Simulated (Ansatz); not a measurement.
Name a neutral molecule of C, F, N, O, Si and H with HOMO–LUMO gap (PBE/def2-TZVPP) between 6.00 and 6.30 eV and size of the dipole moment (ωB97M-V/def2-TZVPP) between 1.05 and 1.35 D (Ansatz, PBE0-D4/def2-TZVP geometry).

`OC(F)(F)N[SiH3]` (6.09 eV, 1.33 D); `OCN[SiH2]F` (6.05 eV, 1.29 D); `NC(F)(F)O[SiH3]` (6.03 eV, 1.27 D). Other molecules can fit too; these were computed, each in one conformer that needn't be the lowest.
